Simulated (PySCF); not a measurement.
Precursor series Ti Cl-NH2. Gas-phase values, no solvent. One relaxed conformer stands for each flexible species; it need not be the lowest.

The charge on the central atom (meta-Löwdin) from two functionals at the same geometries (r2SCAN-D4/def2-SVP), both in PySCF: PBE-D3(BJ)/def2-TZVP and B3LYP-D3(BJ)/def2-TZVP. B3LYP has the VWN-RPA correlation part, as in Gaussian. 

```tsv
species	PBE-D3(BJ)/def2-TZVP (e)
0 of 4 Cl replaced by NH2	1.01
1 of 4 Cl replaced by NH2 ([Ti(Cl)3(NH2)])	1.06
2 of 4 Cl replaced by NH2	1.08
3 of 4 Cl replaced by NH2 ([Ti(Cl)(NH2)3])	1.10
4 of 4 Cl replaced by NH2 ([Ti(NH2)4])	1.11
```

### Question
What does B3LYP-D3(BJ)/def2-TZVP give for each?

### Answer

- 0 of 4 Cl replaced by NH2: 1.14
- 1 of 4 Cl replaced by NH2 ([Ti(Cl)3(NH2)]): 1.19
- 2 of 4 Cl replaced by NH2: 1.21
- 3 of 4 Cl replaced by NH2 ([Ti(Cl)(NH2)3]): 1.22
- 4 of 4 Cl replaced by NH2 ([Ti(NH2)4]): 1.25
Over these rows, drawn at random from the members with no instability flagged (it was tested for open shells, ions and some series alone), PBE minus B3LYP-D3(BJ): mean -0.13 e, from -0.13 e to -0.12 e.
